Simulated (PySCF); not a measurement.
## BeCl from Hartree–Fock to correlated methods

State: ²Σ⁺ (doublet), unpaired electrons σ ↑. Set-up: PySCF, no relativity, basis sets Be def2-TZVPP, Cl def2-TZVPP. De refers to Be + Cl in their high-spin ground configurations, without counterpoise correction. The functionals are run spin-unrestricted. A positive dipole means Be(−)Cl(+).

```csv
Level,Re (Å),ωe (cm⁻¹),De (eV),μ (D),"CPU s a point (SCF and correlation, without the integrals)"
UHF,1.822,835,3.55,-1.09,0.21
UHF-MP2,1.822,826,4.17,n/a,0.35
UHF-SCS-MP2,1.825,822,3.91,n/a,n/a
UHF-CCSD,1.822,824,3.53,n/a,n/a
UHF-CCSD(T),1.824,820,3.62,n/a,7.2
PBE,1.821,809,4.27,-0.70,0.63
r²SCAN,1.817,822,4.42,-0.83,0.95
B3LYP,1.816,817,4.04,-0.85,0.81
PBE0,1.813,828,4.21,-0.81,0.96
r²SCAN0,1.812,832,4.30,-0.90,1.1
MN15,1.810,828,4.13,-1.08,1.1
BHandHLYP,1.809,836,3.94,-0.94,0.55
CAM-B3LYP,1.809,831,4.06,-0.86,1.1
```

The bond length runs from 1.809 Å (CAM-B3LYP) to 1.825 Å (UHF-SCS-MP2). De spans 3.53 eV (UHF-CCSD, coupled cluster) to 4.42 eV (r²SCAN, meta-GGA). Correlation at CCSD(T) changes the Hartree–Fock bond energy by +0.07 eV; the triples alone change it by +0.09 eV.

Correlated steps freeze 5 core orbitals. The state is the lowest determinant that a PBE0 search found; another state may lie lower at other levels.

The whole job (state search and all levels along the bond) took about 2.7 min on 1 thread of Arm Neoverse V2 (shared host), peak memory 0.96 GiB.
